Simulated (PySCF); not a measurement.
# Radial density of Cr²¹⁺ (chromium, charge +21)

UHF, [He] 2s1, 2S determinant. Computed with PySCF 2.14 in an uncontracted even-tempered set (17 s from 4.6 bohr⁻², ratio 2.2; 8 p from 7.2 bohr⁻², ratio 2.4; 6 d from 22 bohr⁻², ratio 2.4; 5 f from 33 bohr⁻², ratio 2.4; 4 g from 49 bohr⁻², ratio 2.4), with no relativity, point nucleus.

| r (bohr) | 4πr²ρ (e/bohr) | 4πr²(ρα − ρβ) |
| --- | --- | --- |
| 0.00109 | 0.1276 | 0.0069 |
| 0.00183 | 0.3484 | 0.0189 |
| 0.00308 | 0.9284 | 0.0503 |
| 0.00518 | 2.375 | 0.1284 |
| 0.00871 | 5.670 | 0.3045 |
| 0.0147 | 12.06 | 0.6340 |
| 0.0247 | 21.09 | 1.0370 |
| 0.0415 | 26.53 | 1.0215 |
| 0.0698 | 19.11 | 0.1801 |
| 0.117 | 6.412 | 0.7125 |
| 0.197 | 4.395 | 4.0166 |
| 0.332 | 2.598 | 2.5965 |
| 0.558 | 0.1628 | 0.1628 |
| 0.939 | 0.0003691 | 0.0004 |
